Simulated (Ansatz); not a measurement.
`BCO[SiH2][AlH2]` and `BC[O][AlH][Cl]` differ in one atom or group.

Ansatz, PBE0-D4/def2-TZVP geometries, multiplicity 1. Each molecule was computed in one conformer, which needn't be the lowest.

```tsv
property	`BCO[SiH2][AlH2]`
size of the dipole moment (PBE/def2-TZVPP) / D	0.84
HOMO–LUMO gap (PBE/def2-TZVPP) / eV	2.97
HOMO energy (ωB97M-V/def2-TZVPP) / eV	-9.07
LUMO energy (B3LYP/def2-TZVPP) / eV	-2.28
LUMO energy (PBE/def2-TZVPP) / eV	-2.86
HOMO–LUMO gap (ωB97M-V/def2-TZVPP) / eV	8.60
```

Q: Give the same properties after the change, and the shifts. (Estimate.)

A: The calculation gave: 
```
                                      property  `BC[O][AlH][Cl]`  shift
size of the dipole moment (PBE/def2-TZVPP) / D              1.18   0.34
           HOMO–LUMO gap (PBE/def2-TZVPP) / eV              4.10   1.13
         HOMO energy (ωB97M-V/def2-TZVPP) / eV            -10.49  -1.42
           LUMO energy (B3LYP/def2-TZVPP) / eV             -1.76   0.52
             LUMO energy (PBE/def2-TZVPP) / eV             -2.56   0.30
       HOMO–LUMO gap (ωB97M-V/def2-TZVPP) / eV             10.91   2.31
```

With PBE0 the HOMO falls by 1.09 eV and the LUMO rises by 0.58 eV, so the gap widens by about 1.67 eV. PBE moves the HOMO by -0.83 eV and ωB97M-V by -1.42 eV. Dipoles are sizes alone; their direction can turn.

B3LYP here is the variant with VWN-RPA as its local correlation; programs differ in this.
